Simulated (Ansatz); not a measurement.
H7N2PSi2 at its PBE0-D4/def2-TZVP geometry, where that method's forces vanish. The species carries charge 0 and has multiplicity 1. The bonds changed during the relaxation, so this is another structure than the one it started from.

```xyz
12

N     0.2225   -0.6153   -1.4229
P    -0.3620   -1.6030   -0.0313
Si   -0.2999    0.1713    1.4319
N     0.3174    1.4258    0.4518
Si   -0.2317    1.3994   -1.2400
H     1.2278   -0.6810   -1.5436
H    -0.2035   -0.9559   -2.2803
H     0.9015   -2.1370    0.3486
H     0.5597   -0.1730    2.6033
H     1.1948    1.8714    0.6674
H    -1.6854    0.4081    1.9045
H    -1.6411    0.8894   -0.8896
```

(1) What forces (eV/Å) does PBE-D4/def2-TZVPP give on these atoms in the Gaussian-basis code of Ansatz? (An estimate is asked.)

Answers

(1) The calculation gave: 
```
N1  -0.037  0.224 -0.011
P2  -0.357 -0.302  0.143
Si3 -0.064 -0.182  0.169
N4  -0.066  0.186 -0.006
Si5  0.018  0.221 -0.345
H6   0.335 -0.027 -0.049
H7  -0.138 -0.119 -0.286
H8   0.207 -0.082  0.076
H9   0.093 -0.042  0.147
H10  0.309  0.153  0.076
H11 -0.155  0.032  0.042
H12 -0.145 -0.062  0.043
```
